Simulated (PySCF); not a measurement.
Species: ClGaH10N2Si2.
SMILES with atom numbers: `[NH3+:1][Ga@@H-:2]([Cl:3])[N:4]([SiH3:5])[SiH3:6]` (hydrogens: H7, H8, H9 on N1; H10 on Ga2; H11, H12, H13 on Si5; H14, H15, H16 on Si6)

Method used: core-valence-separated Tamm–Dancoff BHandHLYP/aug-pcX-1 (pcseg-1 on H, def2-SVPD on Si, def2-SVPD on Cl, def2-SVPD on Ga) in PySCF, non-relativistic, gas phase, PBE0-D3(BJ)/def2-SVP geometry.

Computed nitrogen K-edge spectrum, Gaussian lines of 0.5 eV full width, highest printed point 100; it ends one width below the last computed root. BHandHLYP without relativity tends to put these K edges a few eV too low, so spacings mean more than positions.

```json
{"photon energy (eV)": "398.4", "absorption": "0"}
{"photon energy (eV)": "398.5", "absorption": "1"}
{"photon energy (eV)": "398.6", "absorption": "2"}
{"photon energy (eV)": "398.7", "absorption": "5"}
{"photon energy (eV)": "398.8", "absorption": "10"}
{"photon energy (eV)": "398.9", "absorption": "16"}
{"photon energy (eV)": "399.0", "absorption": "21"}
{"photon energy (eV)": "399.1", "absorption": "22"}
{"photon energy (eV)": "399.2", "absorption": "20"}
{"photon energy (eV)": "399.3", "absorption": "17"}
{"photon energy (eV)": "399.4", "absorption": "17"}
{"photon energy (eV)": "399.5", "absorption": "23"}
{"photon energy (eV)": "399.6", "absorption": "33"}
{"photon energy (eV)": "399.7", "absorption": "45"}
{"photon energy (eV)": "399.8", "absorption": "55"}
{"photon energy (eV)": "399.9", "absorption": "65"}
{"photon energy (eV)": "400.0", "absorption": "77"}
{"photon energy (eV)": "400.1", "absorption": "91"}
{"photon energy (eV)": "400.2", "absorption": "100"}
{"photon energy (eV)": "400.3", "absorption": "98"}
{"photon energy (eV)": "400.4", "absorption": "85"}
{"photon energy (eV)": "400.5", "absorption": "64"}
{"photon energy (eV)": "400.6", "absorption": "43"}
{"photon energy (eV)": "400.7", "absorption": "27"}
{"photon energy (eV)": "400.8", "absorption": "17"}
{"photon energy (eV)": "400.9", "absorption": "13"}
{"photon energy (eV)": "401.0", "absorption": "12"}
```

Task: Where are the maxima, and which lines make them up?

Result: 2 maxima:
- 399.1 eV: N4 (nitrogen bridging silicon atoms), 399.07 eV, f = 0.012, 98 % of the height at the exact maximum
- 400.2 eV: N4 (nitrogen bridging silicon atoms), 400.17 eV, f = 0.029, 49 % of the height at the exact maximum; N4 (nitrogen bridging silicon atoms), 400.36 eV, f = 0.017, 26 % of the height at the exact maximum

Further lines of some strength in the range: N4, 399.74 eV, f = 0.021; N4, 400.05 eV, f = 0.007; N1, 400.43 eV, f = 0.010; N4, 400.45 eV, f = 0.002; N4, 400.88 eV, f = 0.004.

Roots within 0.03 eV on the same or equivalent atoms count as one line; shares under 12 % aren't listed.

Vibrational structure and lifetime widths aren't in the curve. The ionisation threshold wasn't computed; near and above it a finite basis only mimics Rydberg series and continuum. The BHandHLYP/aug-pcX-1 (pcseg-1 on H, def2-SVPD on Si, def2-SVPD on Cl, def2-SVPD on Ga) calculation is non-relativistic and has no spin–orbit coupling, an omission that weighs most on gallium.

The values belong to the conformer `[NH3+:1][Ga@@H-:2]([Cl:3])[N:4]([SiH3:5])[SiH3:6]`: N1–Ga2–N4–Si5 120°.
